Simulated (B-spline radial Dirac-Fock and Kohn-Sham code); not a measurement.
Magnetic form factor of the 4d shell of Mo⁵⁺

System: the Mo⁵⁺ ion, 1s2 2s2 2p6 3s2 3p6 3d10 4s2 4p6 4d1, inside a Watson sphere of charge -5 and radius 1.6 Å (a model of the Madelung potential; inside it an electron's potential energy is raised by 45.0 eV).

Level of theory: configuration-average Dirac-Fock orbitals; a B-spline atomic structure program. ⟨j_K⟩ is the integral of the 4d radial density with the spherical Bessel function j_K(4πsr), s = sin θ/λ.

```
s (Å⁻¹)     ⟨j0⟩     ⟨j2⟩     ⟨j4⟩
      0   1.0000   0.0000   0.0000
   0.08   0.8900   0.0429   0.0008
    0.1   0.8334   0.0641   0.0018
   0.11   0.8021   0.0755   0.0026
   0.14   0.6990   0.1116   0.0063
   0.17   0.5885   0.1470   0.0122
    0.2   0.4777   0.1784   0.0206
   0.24   0.3397   0.2099   0.0352
   0.29   0.1956   0.2285   0.0570
   0.35   0.0740   0.2218   0.0835
   0.42  -0.0026   0.1856   0.1073
   0.51  -0.0301   0.1225   0.1192
   0.61  -0.0173   0.0609   0.1095
   0.74   0.0102   0.0132   0.0785
   0.89   0.0273  -0.0050   0.0420
   1.07   0.0283  -0.0031   0.0136
   1.29   0.0186   0.0059   0.0000
   1.55   0.0077   0.0117  -0.0012
```

Radial moments of the shell: ⟨r²⟩ = 2.468, ⟨r⁴⟩ = 10.05, ⟨r⁶⟩ = 64.47 in powers of bohr.

Values without a named source are computed, but for edge energies of neutral atoms, which are taken from tables.
